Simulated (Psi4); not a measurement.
C₆H₁₃O₃ (SMILES CO[CH]COCCOC), doublet, geometry from GFN2-xTB; R2SCAN/6-31G in Psi4.

The Psi4 input:
```
memory 2 GB

molecule mol {
0 2
C     3.006505    1.005429   -0.750417
O     3.018947   -0.349642   -1.123314
C     2.279167   -1.224619   -0.386967
C     1.364811   -0.827780    0.701398
O     0.231480   -0.108290    0.187279
C    -0.701178    0.237168    1.178248
C    -1.939921    0.822959    0.509533
O    -2.818117   -0.223916    0.178179
C    -3.930745    0.205353   -0.560733
H     3.544851    1.539878   -1.532076
H     3.517952    1.159411    0.206776
H     1.983061    1.383329   -0.677619
H     2.157982   -2.163759   -0.895555
H     1.011536   -1.731036    1.216757
H     1.870542   -0.182907    1.441278
H    -0.261585    0.974041    1.870934
H    -0.999999   -0.650446    1.753457
H    -1.630611    1.367676   -0.394350
H    -2.437583    1.530370    1.192794
H    -4.523818    0.938580    0.001774
H    -3.627354    0.656751   -1.513576
H    -4.535284   -0.678170   -0.754115
}

set {
  basis 6-31g
  reference uks
}

energy('r2scan')
print_variables()
```

What the program printed (banner, timings and long lists left out):

```
   => Loading Basis Set <=

    Name: 6-31G
    Role: ORBITAL
    Keyword: BASIS

         ---------------------------------------------------------
                                   SCF
               by Justin Turney, Rob Parrish, Andy Simmonett
                          and Daniel G. A. Smith
                              UKS Reference
         ---------------------------------------------------------

  ==> Geometry <==

    Molecular point group: c1
    Full point group: C1

    Geometry (in Angstrom), charge = 0, multiplicity = 2:

       Center              X                  Y                   Z               Mass
    ------------   -----------------  -----------------  -----------------  -----------------
         C            2.977220544879     1.036294931292    -0.736158431760    12.000000000000
         O            2.989662544879    -0.318776068708    -1.109055431760    15.994914619570
         C            2.249882544879    -1.193753068708    -0.372708431760    12.000000000000
         C            1.335526544879    -0.796914068708     0.715656568240    12.000000000000
         O            0.202195544879    -0.077424068708     0.201537568240    15.994914619570
         C           -0.730462455121     0.268033931292     1.192506568240    12.000000000000
         C           -1.969205455121     0.853824931292     0.523791568240    12.000000000000
         O           -2.847401455121    -0.193050068708     0.192437568240    15.994914619570
         C           -3.960029455121     0.236218931292    -0.546474431760    12.000000000000
         H            3.515566544879     1.570743931292    -1.517817431760     1.007825032230
         H            3.488667544879     1.190276931292     0.221034568240     1.007825032230
         H            1.953776544879     1.414194931292    -0.663360431760     1.007825032230
         H            2.128697544879    -2.132893068708    -0.881296431760     1.007825032230
         H            0.982251544879    -1.700170068708     1.231015568240     1.007825032230
         H            1.841257544879    -0.152041068708     1.455536568240     1.007825032230
         H           -0.290869455121     1.004906931292     1.885192568240     1.007825032230
         H           -1.029283455121    -0.619580068708     1.767715568240     1.007825032230
         H           -1.659895455121     1.398541931292    -0.380091431760     1.007825032230
[...]
      Ntotal   =   73.0000504867 ; deviation = 5.049e-05

   @Spin Contamination Metric:   4.436040558E-03
   @S^2 Expected:                7.500000000E-01
   @S^2 Observed:                7.544360406E-01
   @S   Expected:                5.000000000E-01
   @S   Observed:                5.000000000E-01

    Orbital Energies [Eh]
    ---------------------

    Alpha Occupied:

[...]
      37A     -0.135382

    Alpha Virtual:

[...]
     107A      2.030064

    Beta Occupied:

[...]
    Beta Virtual:

[...]
    Final Occupation by Irrep:
              A
    DOCC [    36 ]
    SOCC [     1 ]
    NA   [    37 ]
    NB   [    36 ]

  @DF-UKS Final Energy:  -461.60478487802203

   => Energetics <=

    Nuclear Repulsion Energy =            472.6724883994983770
    One-Electron Energy =               -1565.5149365216752813
    Two-Electron Energy =                 694.1937759994818862
    DFT Exchange-Correlation Energy =     -62.9561127553270765
    Empirical Dispersion Energy =           0.0000000000000000
    VV10 Nonlocal Energy =                  0.0000000000000000
    Total Energy =                       -461.6047848780220306

  UHF NO Occupations:
  HONO-2 :   35  A 1.9993469
  HONO-1 :   36  A 1.9988653
  HONO-0 :   37  A 1.0000000
  LUNO+0 :   38  A 0.0011347
  LUNO+1 :   39  A 0.0006531
  LUNO+2 :   40  A 0.0002176
  LUNO+3 :   41  A 0.0000769

Computation Completed

Properties will be evaluated at   0.000000,   0.000000,   0.000000 [a0]

Properties computed using the SCF density matrix

 Multipole Moments:

 ------------------------------------------------------------------------------------
     Multipole            Electronic (a.u.)      Nuclear  (a.u.)        Total (a.u.)
 ------------------------------------------------------------------------------------

 L = 1.  Multiply by 2.5417464519 to convert [e a0] to [Debye]
 Dipole X            :          3.7104386           -4.0397832           -0.3293446
 Dipole Y            :         -3.4331877            4.2579441            0.8247564
 Dipole Z            :         -1.3593934            1.9669753            0.6075819
 Magnitude           :                                                    1.0760329

 ------------------------------------------------------------------------------------

  Variable Map:
  ----------------------------------------------------------------------------
[...]
  Array Variable Map:
  ----------------------------------------------------------------------------
[...]
[...]
```
